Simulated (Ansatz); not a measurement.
Basis-set extrapolation for `C#CCOC(=O)C=C` (PBE0-D4/def2-TZVP geometry, frozen core, Ansatz 0.2.0). Multiplicity 1, RHF reference.

```json
{"": "HF", "def2-TZVPP": "-380.498494", "def2-QZVPP": "-380.514872"}
{"": "MP2 correlation", "def2-TZVPP": "-1.393173", "def2-QZVPP": "-1.490593"}
{"": "CCSD(T) correlation", "def2-TZVPP": "-1.492086", "def2-QZVPP": "not run"}
```

Energies in hartree. Use E(X) = E(∞) + A·exp(−7.88·√X) for Hartree–Fock and E(X) = E(∞) + B·X^(−2.97) for correlation, with X = 3 and 4, and add CCSD(T) minus MP2 of the smaller set to the MP2 limit.

Q: What is the CCSD(T) energy at the basis-set limit?

A: HF limit: -380.514872 + (-0.016378) × 0.13774 = -380.51713. MP2 limit: -1.490593 + (-0.097420) × 0.74074 = -1.56276. Higher-order term: -1.492086 − (-1.393173) = -0.09891. Total: -382.17880 hartree, 118.1 kcal/mol below CCSD(T)/def2-TZVPP.
